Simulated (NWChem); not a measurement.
C=[CH][Al]([F])[Cl] (C$_{2}$H$_{3}$AlClF), optimised at PBE-D3(BJ)/def2-SVP with NWChem:

```
Quantity                           Value
---------------------------------  -----
highest occupied level (eV)        -7.28
orbital gap (eV)                    4.96
dipole (D)                          2.28
highest harmonic frequency (cm⁻¹)   3130
zero-point energy (kcal/mol)        28.2
```

All stand in one matching conformer (torsions within 35°), which need not be the lowest.

### Question
One Cl atom is replaced by H, giving C=[CH][AlH][F] (C2H4AlF), optimised at the same level. How do these values move?

### Answer
| quantity | new value | change |
|---|---|---|
| highest occupied level (eV) | -6.97 | +0.31 |
| orbital gap (eV) | 4.72 | -0.24 |
| dipole (D) | 1.94 | -0.34 |
| highest harmonic frequency (cm⁻¹) | 3112 | -18 |
| zero-point energy (kcal/mol) | 31.1 | +2.9 |
